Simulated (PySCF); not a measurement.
**Levels of Ne⁷⁺ from EOM-EA-GCCSD**

Reference: closed-shell Ne⁸⁺, 1s2; one electron is added. Calculated with PySCF 2.14, two-component X2C-1e with screened spin-orbit coupling, an uncontracted even-tempered set (17 s from 0.34 bohr⁻², ratio 2.6; 10 p from 0.45 bohr⁻², ratio 2.6; 7 d from 0.46 bohr⁻², ratio 2.8; 3 f from 25 bohr⁻², ratio 2.8); frozen nothing; the 30 highest virtual spinors dropped; of the others 52 kept and the rest restored at second order. No Breit or QED terms. Binding energies in eV.

| level | Koopmans | second order | EOM-CCSD |
| --- | --- | --- | --- |
| 2s1/2 | 238.96 | 239.10 | 239.11 |
| 2p1/2 | 222.97 | 223.23 | 223.23 |
| 2p3/2 | 222.72 | 222.98 | 222.99 |
| 3d3/2 | 96.755 | 96.767 | 96.767 |
| 3d5/2 | 96.734 | 96.746 | 96.746 |

Electric-dipole lines between these computed levels:

```
lower  upper  ΔE (eV)  vacuum wavelength (nm)
2s1/2  2p1/2   15.873                   78.11
2s1/2  2p3/2   16.117                   76.93
2p1/2  3d3/2   126.47                   9.804
2p3/2  3d3/2   126.22                   9.823
2p3/2  3d5/2   126.24                   9.821
```

Quantum defects δ = n − Z_c √(13.6057 eV / E) with Z_c = 8: 2s1/2 0.092, 2p1/2 0.025, 2p3/2 0.024, 3d3/2 0.000, 3d5/2 0.000.

For comparison, the ionisation energy of Ne⁷⁺ is 239.10 eV (semi-empirical (NIST evaluation); NIST Atomic Spectra Database, ionization energies).

Only part of the computed levels is shown.

The screened spin-orbit operator tends to give fine-structure splittings of light species too large.
